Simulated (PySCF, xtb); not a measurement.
Te(OH)(SiH3) (H₄OSiTe), SMILES O[Te][SiH3].

xtb with GFN2-xTB at its own geometry gives an orbital gap of 3.24 eV and a dipole moment of 1.86 D.

Coordinates come from a r2SCAN-D4/def2-SVP optimisation. The def2 effective core potentials stand for the cores of Te; spin–orbit coupling is left out. The values are those of a single conformer.

### Question
What does PBE/def2-TZVPD in PySCF give? (Estimate from the structure and the level; the computed values follow.)

### Answer
gap 2.39 eV (levels -5.47 and -3.08 eV), dipole 1.44 D.
